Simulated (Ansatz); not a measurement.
Isolated molecules relaxed with PBE0-D4/def2-TZVP in Ansatz; ΔE leaves out vibrations. CCSD(T)/CBS adds triple-zeta CCSD(T) − MP2 to the extrapolated MP2 energy (def2 sets, frozen cores). This one scheme is used for every species. DFT in def2-TZVPP. Elements past krypton have def2 core potentials. For As, Te outer-core shells are correlated without core-valence functions, which leaves a few kJ/mol of doubt a bond. Scalar relativity is left out up to krypton. One conformer a species, not always the lowest.

Consider the ligand exchange at a Te–C bond: `C[Te]CO` + `O[AsH2]` → `C[Te][AsH]O` + CH₃OH.

```json
{"level": "revPBE-D4", "ΔE (kJ/mol)": "-95.4", "difference from CCSD(T)/CBS": "-1.9"}
{"level": "ωB97M-V", "ΔE (kJ/mol)": "-92.2", "difference from CCSD(T)/CBS": "1.3"}
{"level": "PBE", "ΔE (kJ/mol)": "-95.6", "difference from CCSD(T)/CBS": "-2.1"}
{"level": "BLYP", "ΔE (kJ/mol)": "-95.6", "difference from CCSD(T)/CBS": "-2.1"}
{"level": "PBE0", "ΔE (kJ/mol)": "-96.6", "difference from CCSD(T)/CBS": "-3.1"}
{"level": "r2SCANh", "ΔE (kJ/mol)": "-96.9", "difference from CCSD(T)/CBS": "-3.4"}
{"level": "CAM-B3LYP", "ΔE (kJ/mol)": "-91.2", "difference from CCSD(T)/CBS": "2.3"}
{"level": "RPA@PBE/def2-TZVPP", "ΔE (kJ/mol)": "-82.5", "difference from CCSD(T)/CBS": "11.0"}
{"level": "SCS-MP2/def2-TZVPP", "ΔE (kJ/mol)": "-89.9", "difference from CCSD(T)/CBS": "3.6"}
{"level": "CCSD/def2-TZVPP", "ΔE (kJ/mol)": "-87.6", "difference from CCSD(T)/CBS": "5.9"}
{"level": "CCSD(T)/CBS", "ΔE (kJ/mol)": "-93.5", "difference from CCSD(T)/CBS": "0"}
```

Q: What do rigid-rotor, harmonic-oscillator terms from PBE0-D4/def2-TZVP frequencies (298.15 K, 1 bar) make of the CCSD(T)/CBS value? (Estimate.)

A: The calculation gave: ΔZPE = +7.1 kJ/mol, ΔH = -85.0 kJ/mol, ΔS = 2 J/(mol·K), ΔG = -85.6 kJ/mol.

Largest T1 diagnostic among the species: 0.012.

In def2-TZVPP, CCSD(T) changes the Hartree–Fock value by +9.3 kJ/mol (the triples alone add +0.0 kJ/mol) and MP2 by +4.5 kJ/mol. Leaving LDA and LC-ωPBE aside and taking each functional with its dispersion term where it has one, the values, not all of them listed here, spread over 12.8 kJ/mol, from BHLYP-D4 to B97M-V. LDA lies +5.0 kJ/mol from PBE without D4.

CCSD(T)/CBS has its own doubt, a few kJ/mol and more with outer-core shells, so smaller differences from it don't rank the levels.
